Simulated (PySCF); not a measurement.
A small calculation by hand: chemical shift, span and skew from a shielding tensor

1,1-dichlorobuta-1,2-diene (C4H4Cl2), SMILES CC=C=C(Cl)Cl. Atoms are numbered in the order given.

```xyz
10

C     -3.1956     0.4806     0.0000
C     -2.1200    -0.5709     0.0000
C     -0.8288    -0.3385     0.0000
C      0.4552    -0.0970     0.0000
Cl     1.3838     0.0749     1.4713
Cl     1.3838     0.0749    -1.4713
H     -3.8429     0.3669    -0.8860
H     -2.7725     1.4945     0.0000
H     -3.8429     0.3669     0.8860
H     -2.4551    -1.6190     0.0000
```

The structure is a stationary point at B3LYP-D3(BJ)/def2-SVP.

GIAO shieldings from B3LYP/pcSseg-1 (PySCF), non-relativistic, no solvent. The symmetric part of the tensor of C2 has the principal values -9.0, 67.6, 154.5 ppm. The same nucleus in TMS has σ = 181.3 ppm at this level (PySCF, at its B3LYP-D3(BJ)/def2-TZVP geometry). Without spin–orbit terms, shifts of atoms bonded to Cl or Br come out too high.

Question: Work out the isotropic shielding, the ¹³C shift against TMS, the span and the skew.

Answer: 
σ(iso) = (σ11 + σ22 + σ33)/3 = 71.0 ppm. δ = σ(ref) − σ(iso) = 181.3 − (71.0) = 110.3 ppm.
Span Ω = σ33 − σ11 = 163.5 ppm. Skew κ = 3(σ(iso) − σ22)/Ω = 0.06. Tumbling in solution averages the tensor to δ; in a static solid the shielding alone would spread this spin-1/2 line over Ω.
